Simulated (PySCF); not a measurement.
Unrelated species, one level of theory. Theory: TDDFT B3LYP/def2-SVPD, vertical, gas phase, core orbitals frozen in the response (PySCF). Geometries: PBE0-D3(BJ)/def2-SVP; one conformer of each isolated species. Triplets are in the Tamm–Dancoff approximation. Relativistic effects are left out although some hold elements past zinc.

Problem. Rank by computed lowest singlet excitation energy, highest first.
A. `CC[SiH]1C[SiH2]C1`
B. `[H][Ge]([H])([CH3])[CH]=C`
C. `[SiH3]C[SiH2]C1CC1`
D. `CCOB(Cl)OCC`
E. `C=C(C)[C@H]1CC[CH2][AlH]1`
F. `C1[CH2][AlH][C@@H](C2CC2)C1`
G. `C#C[SiH2]C#C[SiH3]`

Solution. D (7.58 eV), C (7.14 eV), B (6.48 eV), A (6.17 eV), G (5.43 eV), F (3.96 eV), E (3.79 eV).

```csv
SMILES,S1 (eV),gap (eV),LUMO (eV),HOMO (eV),α (au),f (S1),S1 mainly
CCOB(Cl)OCC,7.58,8.43,0.13,-8.30,85.6,0.004,H→L (97%)
[SiH3]C[SiH2]C1CC1,7.14,7.97,0.10,-7.86,103.1,0.034,H→L (96%)
[H][Ge]([H])([CH3])[CH]=C,6.48,7.01,-0.52,-7.53,70.8,0.005,H-1→L (96%)
CC[SiH]1C[SiH2]C1,6.17,7.21,0.02,-7.19,101.2,0.001,H→L (98%)
C#C[SiH2]C#C[SiH3],5.43,6.86,-1.05,-7.91,102.9,0.000,H→L (62%)
C1[CH2][AlH][C@@H](C2CC2)C1,3.96,5.01,-1.26,-6.27,107.8,0.001,H→L (99%)
C=C(C)[C@H]1CC[CH2][AlH]1,3.79,4.69,-1.27,-5.96,112.4,0.018,H→L (97%)
```

H and L stand for HOMO and LUMO.
